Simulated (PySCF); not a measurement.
Isomers of C10H12O2, from PBE0-D3(BJ)/def2-SVP geometry optimisation, gas phase (PySCF 2.14.0). One conformer each, no zero-point energy, no frequencies.

Question: Which isomer lies lowest at this level?
A. `[CH:1]#[C:2][C@@H:3]1[CH2:4][C@@:5]2([O:6][CH:7]=[O:8])[CH2:9][CH2:10][C@@H:11]1[CH2:12]2` with C4–C5–O6–C7 64°, C5–O6–C7–O8 0°: A = 1671, B = 713.9, C = 605.6 MHz, dipole 1.71 D
B. `[CH3:1][CH2:2][CH2:3][O:4][C:5](=[O:6])[c:7]1[cH:8][cH:9][cH:10][cH:11][cH:12]1` with C1–C2–C3–O4 -176°, C2–C3–O4–C5 -82°, C3–O4–C5–O6 0°, O4–C5–C7–C8 178°: A = 2872, B = 422.4, C = 384.5 MHz, dipole 1.72 D
C. `[CH3:1][CH:2]([CH3:3])[O:4][C:5](=[O:6])[c:7]1[cH:8][cH:9][cH:10][cH:11][cH:12]1` with C1–C2–O4–C5 -151°, C2–O4–C5–O6 0°, O4–C5–C7–C8 0°: A = 2291, B = 496.1, C = 436.1 MHz, dipole 1.86 D

Answer: C. That is `CC(C)OC(=O)c1ccccc1`, 3.4 kcal/mol below the next.

```
                            SMILES                                                                              mapped SMILES      E (Eh)  relative (kcal/mol)  relative (kJ/mol)  dipole (D)
               CC(C)OC(=O)c1ccccc1           [CH3:1][CH:2]([CH3:3])[O:4][C:5](=[O:6])[c:7]1[cH:8][cH:9][cH:10][cH:11][cH:12]1  -537.77665                  0.0                0.0        1.86
                 CCCOC(=O)c1ccccc1            [CH3:1][CH2:2][CH2:3][O:4][C:5](=[O:6])[c:7]1[cH:8][cH:9][cH:10][cH:11][cH:12]1  -537.77126                  3.4               14.2        1.72
C#C[C@@H]1C[C@@]2(OC=O)CC[C@@H]1C2  [CH:1]#[C:2][C@@H:3]1[CH2:4][C@@:5]2([O:6][CH:7]=[O:8])[CH2:9][CH2:10][C@@H:11]1[CH2:12]2  -537.68694                 56.3              235.5        1.71
```

As drawn, the lowest has an aromatic ring, which the highest lacks; the highest has a C≡C bond, which the lowest lacks.
